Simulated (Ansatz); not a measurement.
Consider the redistribution: `[OH][SnH2][SeH]` + `[F][Al]([F])[Cl]` → `[F][Al]([F])[SeH]` + `[OH][SnH2][Cl]`.

Gas-phase electronic energies from Ansatz, PBE0-D4/def2-TZVP geometries. CCSD(T)/CBS adds triple-zeta CCSD(T) − MP2 to the extrapolated MP2 energy (def2 sets, frozen cores). This one scheme is used for every species. def2 core potentials past Kr. For Se, Sn outer-core shells are correlated without core-valence functions, which leaves a few kJ/mol of doubt a bond. Scalar relativity is left out up to krypton. One conformer a species, not always the lowest.

```tsv
species	CCSD(T)/CBS(def2) energy (Eh)
`[OH][SnH2][SeH]`	-2692.34473
`[F][Al]([F])[Cl]`	-901.60711
`[F][Al]([F])[SeH]`	-2843.11067
`[OH][SnH2][Cl]`	-750.83217
```

(1) Work out ΔE.

Largest T1 diagnostic among the species: 0.013.

Answers

(1) ΔE = (-2843.11067) + (-750.83217) − (-2692.34473) − (-901.60711) = 0.00900 Eh = +23.6 kJ/mol.

Leaving LDA and LC-ωPBE aside and taking each functional with its dispersion term where it has one, the values, not all of them listed here, spread over 4.0 kJ/mol, from B97M-V to r2SCAN0-D4.
